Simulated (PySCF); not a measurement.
# Relaxation of triplet ZrHF

These are results of UPBE0 in PySCF with Zr def2-TZVP with ECP28, H def2-TZVP, F def2-TZVP; scalar-relativistic core potentials, no spin–orbit coupling; density-fitted integrals, not measurements. A (50,194) grid was used.

A hand-made linear start, of C∞v symmetry, held to at least that symmetry:

Coordinates in bohr (charge 0 multiplicity 3):
```
Zr    0.0000    0.0000   -0.6799
H     0.0000    0.0000   -4.1947
F     0.0000    0.0000    3.4397
```

At each step, columns x, y, z (Å) and Fx, Fy, Fz (eV/Å):

```
step 0  E − E(last) = 42.37 kJ/mol
Zr   0.000   0.000  -0.360   0.000   0.000   3.396
H    0.000   0.000  -2.220   0.000   0.000  -0.557
F    0.000   0.000   1.820   0.000   0.000  -2.838
step 1  E − E(last) = 9.49 kJ/mol
Zr   0.000   0.000  -0.304   0.000   0.000   2.060
H    0.000   0.000  -2.189   0.000   0.000  -0.508
F    0.000   0.000   1.733   0.000   0.000  -1.552
step 2  E − E(last) = 6.99 kJ/mol
Zr   0.000   0.000  -0.230   0.000   0.000  -1.605
H    0.000   0.000  -2.165   0.000   0.000  -0.362
F    0.000   0.000   1.636   0.000   0.000   1.967
step 3  E − E(last) = 0.51 kJ/mol
Zr   0.000   0.000  -0.262   0.000   0.000   0.485
H    0.000   0.000  -2.189   0.000   0.000  -0.239
F    0.000   0.000   1.692   0.000   0.000  -0.246
step 4  E − E(last) = 0.13 kJ/mol
Zr   0.000   0.000  -0.254   0.000   0.000   0.182
H    0.000   0.000  -2.194   0.000   0.000  -0.148
F    0.000   0.000   1.689   0.000   0.000  -0.034
step 5  E − E(last) = 0.01 kJ/mol
Zr   0.000   0.000  -0.248   0.000   0.000  -0.003
H    0.000   0.000  -2.200   0.000   0.000  -0.045
F    0.000   0.000   1.690   0.000   0.000   0.048
step 6  E − E(last) = 0.00 kJ/mol
Zr   0.000   0.000  -0.247   0.000   0.000  -0.012
H    0.000   0.000  -2.203   0.000   0.000  -0.009
F    0.000   0.000   1.691   0.000   0.000   0.021
step 7  E − E(last) = 0.00 kJ/mol
Zr   0.000   0.000  -0.247   0.000   0.000  -0.002
H    0.000   0.000  -2.204   0.000   0.000   0.000
F    0.000   0.000   1.692   0.000   0.000   0.002
```

It ends at C∞v with Zr–F 1.940 Å, Zr–H 1.957 Å; F–Zr–H 180.0°. A frequency run shows 2 imaginary modes (one degenerate set), down to 423i cm⁻¹, so it is a higher-order saddle point. Other isomers or separated fragments may lie lower.

Open d and f shells are described by one determinant, and the ground state may have another occupation or spin.
